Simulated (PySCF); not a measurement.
HfOF, SMILES [O]=[Hf][F] (connectivity only; charge and spin as stated), neutral, multiplicity 2. Atoms are numbered in the order given.

```xyz
3

Hf     0.2010     0.0608     0.0000
O     -1.0470     1.3017     0.0000
F     -0.6777    -1.6433     0.0000
```
Charge 0, spin multiplicity 2.

Coordinates come from a PBE-D3(BJ)/def2-TZVP optimisation. The multiplicity is an assumed one; other spin states were not compared. The def2 effective core potentials stand for the cores of Hf; spin–orbit coupling is left out.

The numbers are results of PySCF with PBE-D3(BJ)/def2-TZVP, not measurements.

Frequencies are harmonic and unscaled.

```json
[
 {"mode": "1", "ν (cm⁻¹)": "216", "IR (km/mol)": "11.7", "moving atoms (share of kinetic energy)": "O 53 %, F 38 %, Hf 9 %"},
 {"mode": "2", "ν (cm⁻¹)": "615", "IR (km/mol)": "80.5", "moving atoms (share of kinetic energy)": "F 89 %, Hf 10 %"},
 {"mode": "3", "ν (cm⁻¹)": "913", "IR (km/mol)": "103.3", "moving atoms (share of kinetic energy)": "O 91 %, Hf 8 %"}
]
```
